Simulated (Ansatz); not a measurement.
Consider the formal hydrolysis of the Si–Ga bond: `F[SiH]([GaH2])[SeH]` + H₂O → `O[SiH](F)[SeH]` + `[GaH3]`.

Computed with Ansatz on PBE0-D4/def2-TZVP structures; ΔE is electronic, products minus reactants. CCSD(T)/CBS is the MP2 limit (def2-TZVPP, def2-QZVPP) plus CCSD(T) − MP2 in def2-TZVPP, frozen cores. This one scheme is used for every species. Functionals use def2-TZVPP. For Ga, Se outer-core shells are correlated without core-valence functions, which leaves a few kJ/mol of doubt a bond. Scalar relativity is left out up to krypton. One conformer a species, not always the lowest.

| level | ΔE (kJ/mol) |
| --- | --- |
| r2SCAN-D4 | -95.5 |
| ωB97X-V | -101.7 |
| PBE-QIDH | -96.9 |
| MP2/def2-SVP | -102.8 |
| SCS-MP2/def2-TZVPP | -106.5 |
| CCSD/def2-TZVPP | -101.5 |
| CCSD(T)/def2-TZVPP | -97.7 |
| SCS-MP2/def2-QZVPP | -104.3 |

Task: What does CCSD(T)/CBS give? (Estimate.)

Result: Computed: -92.2 kJ/mol. The listed levels differ from it by -3.3, -9.5, -4.7, -10.6, -14.3, -9.3, -5.5, -12.1 kJ/mol.

Largest T1 diagnostic among the species: 0.013.

Leaving LDA and LC-ωPBE aside and taking each functional with its dispersion term where it has one, the values, not all of them listed here, spread over 32.7 kJ/mol, from CAM-B3LYP-D4 to PBE-D4. LDA lies −7.1 kJ/mol from PBE without D4. In def2-TZVPP, CCSD(T) changes the Hartree–Fock value by +28.4 kJ/mol (the triples alone add +3.8 kJ/mol) and MP2 by +24.0 kJ/mol. At CCSD(T), def2-SVP lies −3.9 kJ/mol from the extrapolated value and def2-TZVPP −5.5 kJ/mol.

CCSD(T)/CBS has its own doubt, a few kJ/mol and more with outer-core shells, so smaller differences from it don't rank the levels.
